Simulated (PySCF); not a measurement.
## Nuclear repulsion and electron count by hand

System: F2In (SMILES [F][In][F]), doublet, geometry from GFN2-xTB (such geometries of metal compounds can be far from the true shape) (the spin is typed, not shown lowest) (all electrons, no relativity). Level: REVPBE/STO-3G run with PySCF. Sums are taken with unrounded values, so a last digit can differ.

Coordinates (Å):

```
atom         x         y         z
----  --------  --------  --------
In1    0.21584   0.08578   0.06613
F2    -0.77176   1.20938  -1.45056
F3    -0.40336  -1.67643   1.09052
```

Question: Work out the nuclear repulsion energy and the numbers of alpha and beta electrons.

Answer: In atomic units each pair adds Z_i Z_j / r_ij, with r in bohr (1 bohr = 0.529177 Å).
| pair | r (Å) | r (bohr) | Z_i Z_j | term (Eh) |
|---|---|---|---|---|
| In1-F2 | 2.1303 | 4.0257 | 441 | 109.5466 |
| In1-F3 | 2.1303 | 4.0257 | 441 | 109.5466 |
| F2-F3 | 3.8627 | 7.2995 | 81 | 11.0966 |
The sum is 230.1899 Eh; PySCF gives 230.1899 Eh. The atomic numbers add up to 67, so at charge +0 there are 67 electrons; multiplicity 2 means 1 unpaired, so 34 alpha and 33 beta.
